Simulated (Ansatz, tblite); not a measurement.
Isomers of Li₂Si₄ (singlet), found by a short tight-binding search and relaxed with B3LYP-D4/def2-SVP in Ansatz.

The xTB rows come from tblite. Correlated methods freeze 20 core orbitals; core or outer-core shells of Li are correlated, in sets that lack core-valence functions.

Run but left out: HF/def2-TZVPP (A: restricted singlet, unstable towards broken spin symmetry); PBE-QIDH/def2-TZVP (A: restricted singlet, unstable in another Hartree–Fock run and untested here).

A: The restricted singlet is unstable towards broken spin symmetry in Hartree–Fock (as tested in another run); at PBE-D4/def2-TZVP, r2SCAN-D4/def2-TZVP, PBE0-D4/def2-TZVP, r2SCAN0-D4/def2-TZVP this wasn't settled. At CCSD(T)/def2-TZVPP T1 of the charge 0 singlet is large (up to 0.025), so the single-reference result is doubtful. At CCSD(T)/def2-TZVPP the restricted singlet (for correlated methods, its reference) is unstable: a solution with broken spin symmetry lies lower. B: The restricted singlet is unstable towards broken spin symmetry in Hartree–Fock (as tested in another run); at PBE-D4/def2-TZVP, r2SCAN-D4/def2-TZVP, PBE0-D4/def2-TZVP, r2SCAN0-D4/def2-TZVP this wasn't settled. At CCSD(T)/def2-TZVPP T1 of the charge 0 singlet is large (up to 0.021), so the single-reference result is doubtful. At CCSD(T)/def2-TZVPP the restricted singlet (for correlated methods, its reference) is unstable: a solution with broken spin symmetry lies lower. C: The restricted singlet is unstable towards broken spin symmetry in Hartree–Fock (as tested in another run); at r2SCAN-D4/def2-TZVP, PBE0-D4/def2-TZVP, r2SCAN0-D4/def2-TZVP this wasn't settled. At CCSD(T)/def2-TZVPP T1 of the charge 0 singlet is large (up to 0.028), so the single-reference result is doubtful. At CCSD(T)/def2-TZVPP the restricted singlet (for correlated methods, its reference) is unstable: a solution with broken spin symmetry lies lower.

Other spin states weren't relaxed.

A:

```csv
atom,x (Å),y (Å),z (Å)
Li1,-0.143,1.995,2.306
Li2,0.133,-1.997,-2.305
Si3,-0.120,0.317,-1.525
Si4,-1.186,0.956,0.342
Si5,1.101,0.273,1.076
Si6,0.215,-1.544,0.106
```

B:

```xyz
6

Li   -0.3861    2.7302    1.5637
Li    1.4027    0.7118   -0.5478
Si   -0.9122   -0.4446   -1.1841
Si    0.3189   -1.3755    0.6834
Si    0.6513   -2.1316   -1.4755
Si   -1.0747    0.5096    0.9603
```

C:

```xyz
6

Li    0.232    1.824    1.260
Li    0.813   -2.422    0.843
Si    0.256    0.515   -1.993
Si   -1.076   -0.979    0.293
Si    1.194   -0.085    0.028
Si   -1.418    1.147   -0.431
```

Task: Estimate which lies lowest at each level, and how far above it the others are (kcal/mol).

Result: 
```json
{"level": "GFN2-xTB", "A": "0.0", "B": "15.7", "C": "6.6"}
{"level": "PBE-D4/def2-TZVP", "A": "0.5", "B": "11.9", "C": "0.0"}
{"level": "r2SCAN-D4/def2-TZVP", "A": "0.1", "B": "10.7", "C": "0.0"}
{"level": "PBE0-D4/def2-TZVP", "A": "0.0", "B": "12.0", "C": "0.3"}
{"level": "r2SCAN0-D4/def2-TZVP", "A": "0.0", "B": "11.2", "C": "0.4"}
{"level": "MP2/def2-TZVPP", "A": "0.6", "B": "9.3", "C": "0.0"}
{"level": "CCSD/def2-TZVPP", "A": "0.0", "B": "11.2", "C": "0.1"}
{"level": "CCSD(T)/def2-TZVPP", "A": "0.6", "B": "11.1", "C": "0.0"}
```
Point groups (tolerance 0.1 Å): A D2, B not assigned, C not assigned. Lower isomers may exist.
